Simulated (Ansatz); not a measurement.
C$_{2}$H$_{6}$BBrO at its PBE0-D4/def2-TZVP geometry, where that method's forces vanish. Charge 0, multiplicity 1. The bonds changed during the relaxation, so this is another structure than the one it started from.

```xyz
11

B     0.8694    0.3856    1.2084
C     0.2545    0.1719   -0.2122
C    -1.1710   -0.1587   -0.4628
O     0.9953    0.3771   -1.2688
Br    1.0895   -1.7254    1.0849
H     0.0712    0.6152    2.0717
H     1.9518    0.8900    1.2431
H    -1.6382   -0.5731    0.4261
H    -1.3032   -0.8461   -1.3041
H    -1.6728    0.7857   -0.7093
H     0.5537    0.0779   -2.0770
```

Task: What forces (eV/Å) does ωB97M-V/def2-TZVPP give on these atoms in the Gaussian-basis code of Ansatz? (Estimate.)

Result: Computed: 
```
B1   0.077  0.085  0.196
C2  -0.012  0.160  0.057
C3  -0.240 -0.059 -0.043
O4   0.039 -0.055 -0.157
Br5  0.022 -0.095  0.009
H6   0.080 -0.015 -0.122
H7  -0.143 -0.048 -0.026
H8   0.047  0.028 -0.061
H9   0.031  0.047  0.066
H10  0.061 -0.073  0.026
H11  0.037  0.025  0.055
```
